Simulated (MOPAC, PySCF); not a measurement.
C₉H₇BFN, SMILES `Bc1cc(F)nc2ccccc12`, neutral singlet in the gas phase. 

Cartesian coordinates (Å):
SMILES: c12ccccc2nc(F)cc1B
```xyz
19

B     -2.3475    -1.5151    -0.2768
C     -1.4650    -0.2598    -0.0538
C     -2.1056     0.9557     0.1544
C     -1.3257     2.1195     0.3619
F     -1.9783     3.2683     0.5588
N     -0.0348     2.1581     0.3757
C      0.6501     0.9951     0.1769
C      2.0683     1.0411     0.1932
C      2.8045    -0.1081    -0.0030
C      2.1510    -1.3442    -0.2224
C      0.7722    -1.4161    -0.2428
C     -0.0207    -0.2558    -0.0450
H     -1.8867    -2.6105    -0.4638
H     -3.5456    -1.3841    -0.2614
H     -3.1938     1.0345     0.1620
H      2.5398     2.0099     0.3650
H      3.8961    -0.0677     0.0102
H      2.7440    -2.2485    -0.3767
H      0.2777    -2.3724    -0.4123
```
Charge 0, spin multiplicity 1.

All levels are single points at this geometry (B3LYP-D3(BJ)/def2-SVP); Pople sets use spherical d functions. Orbital energies aren't observables, and empty levels follow the basis.

PBE/6-31G* in PySCF gives HOMO (eV) = -5.93.

Task: Estimate the HOMO (eV) from each of these levels: B3LYP-D3(BJ)/def2-TZVP in PySCF; PBE-D3(BJ)/def2-TZVP in PySCF; B3LYP/3-21G in PySCF; B3LYP/6-311+G** in PySCF; BP86/6-31G* in PySCF; M06-2X/6-31G* in PySCF; SVWN5/6-31G* in PySCF; HF/6-31G* in PySCF; HF/STO-3G in PySCF; AM1 in MOPAC; PM3 in MOPAC; PM7 in MOPAC.

Result: 
```tsv
level	HOMO (eV)
B3LYP-D3(BJ)/def2-TZVP in PySCF	-6.93
PBE-D3(BJ)/def2-TZVP in PySCF	-6.25
B3LYP/3-21G in PySCF	-6.75
B3LYP/6-311+G** in PySCF	-6.99
BP86/6-31G* in PySCF	-6.02
M06-2X/6-31G* in PySCF	-7.92
SVWN5/6-31G* in PySCF	-6.13
HF/6-31G* in PySCF	-8.62
HF/STO-3G in PySCF	-6.87
AM1 in MOPAC	-9.39
PM3 in MOPAC	-9.56
PM7 in MOPAC	-9.61
```
